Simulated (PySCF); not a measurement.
A single-point calculation

HfF4 (singlet). PySCF 2.14.0, RKS PBE0, Hf def2-TZVP with ECP60, F def2-TZVP; non-relativistic Hamiltonian with scalar-relativistic core potentials where named; density fitting; no spin-orbit coupling. Purpose: basis and core treatment small-core/TZVP.

```python
mol = gto.M(atom='''
Hf     0.00000     0.00000    -0.00000
F      1.09985     1.09985     1.09985
F     -1.09985    -1.09985     1.09985
F      1.09985    -1.09985    -1.09985
F     -1.09985     1.09985    -1.09985''',
    basis={'Hf': 'def2-TZVP', 'F': 'def2-TZVP'},
    ecp={'Hf': 'def2-TZVP'},
    charge=0, spin=0)
mf = dft.RKS(mol, xc='PBE0')
mf.grids.atom_grid = (75, 302)
mf = mf.density_fit()  # fitting sets: Hf def2-universal-JKFIT, F def2-universal-JKFIT
mf.conv_tol = 1e-08; mf.max_cycle = 55
mf.kernel(dm0)  # dm0: free metal ions and neutral atoms
mf.nuc_grad_method().kernel()
```

Run from Python with OMP_NUM_THREADS=2; the lines above give its settings. Where DIIS fails, smearing, a level shift and second-order steps follow.
It took 6.7 s on 2 threads of Arm Neoverse V2 (shared host).

Where do the frontier levels lie, over both spins?

HOMO -12.17 eV, LUMO -0.93 eV. 

What does the SCF print?


```
init E= -458.19567635734
cycle= 1 E= -447.069242412538  delta_E= 11.1  |g|= 2.02  |ddm|=    2
cycle= 2 E= -446.518140001134  delta_E= 0.551  |g|= 2.72  |ddm|= 1.68
cycle= 3 E= -447.525960685568  delta_E= -1.01  |g|= 0.149  |ddm|= 1.11
cycle= 4 E= -447.529215924956  delta_E= -0.00326  |g|= 0.0375  |ddm|= 0.108
...
cycle= 7 E= -447.529526108323  delta_E= -1.85e-08  |g|= 9.93e-05  |ddm|= 0.0002
cycle= 8 E= -447.52952611012  delta_E= -1.8e-09  |g|= 2.22e-06  |ddm|= 6.91e-05
Extra cycle  E= -447.529526110122  delta_E= -1.82e-12  |g|= 3.06e-06  |ddm|= 3.32e-06
converged SCF energy = -447.529526110122
```

What are the Mulliken charges and spins?


```
atom  charge (e)  spin (e)
 Hf1       1.700     0.000
  F2      -0.425     0.000
  F3      -0.425     0.000
  F4      -0.425     0.000
  F5      -0.425     0.000
```

What forces act on the atoms (eV/Å)?


```
Hf   0.00  0.00  0.00
F   -0.14 -0.14 -0.14
F    0.14  0.14 -0.14
F   -0.14  0.14  0.14
F    0.14 -0.14  0.14
```
Forces carry noise of the integration grid, about 0.01 to 0.03 eV/Å.

The geometry was relaxed with PBE0 (Hf def2-SVP with ECP60, F def2-SVP).
